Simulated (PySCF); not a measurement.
HF4OW, charge +1, singlet, geometry from GFN2-xTB (such geometries of metal compounds can be far from the true shape) (the multiplicity is a formal guess) (core potentials on W). Base run: PBE/def2-SVP (PySCF).

Here is a job for PySCF.
```python
from pyscf import gto, scf, dft

mol = gto.M(
    atom='''
W     0.00517043    0.01064127    0.00015456
F     1.57163266   -0.84182049   -0.33845170
F    -0.58071913    0.17421454    1.71045465
F    -1.08889765    0.46594466   -1.37493200
F    -0.77847316   -1.60217707   -0.02327098
O     0.78657628    1.61885412    0.02351321
H     1.21289358    2.49625856    0.03625716
''',
    basis='def2-svp',
    ecp={'W': 'def2-svp'},
    charge=1,
    verbose=4,
)

mf = dft.RKS(mol)
mf.xc = 'pbe'
mf.kernel()
```

Each row names what was changed in the base input (with any setting that the change needs).

```csv
change,ΔE vs base (mEh),fitting functions,outcome
base,0.000,-,converged
auxbasis = def2-universal-jkfit,-0.104,630,converged
auxbasis = even-tempered beta=2.0,-0.367,851,converged
auxbasis = autoaux,-0.065,863,converged
auxbasis = default (with mf = mf.density_fit()),-0.232,345,converged
auxbasis = def2-tzvp-ri,-,-,input refused
auxbasis = cc-pvtz-ri,-,-,input refused
auxbasis = cc-pvdz-jkfit,-,-,input refused
auxbasis = even-tempered beta=3.0,-20.895,599,converged
auxbasis = def2-universal-jfit,-0.232,345,converged
```

A fitting set is made for a task (jfit for Coulomb, jkfit for Coulomb and exchange, ri for correlation) and for a family of orbital bases.

- auxbasis = def2-tzvp-ri: ended with `pyscf.lib.exceptions.BasisNotFoundError: Basis set not found for W in def2-tzvp-ri`
- auxbasis = cc-pvtz-ri: ended with `pyscf.lib.exceptions.BasisNotFoundError: Basis set not found for W in cc-pvtz-ri`
- auxbasis = cc-pvdz-jkfit: ended with `pyscf.lib.exceptions.BasisNotFoundError: Basis set not found for W in cc-pvdz-jkfit`
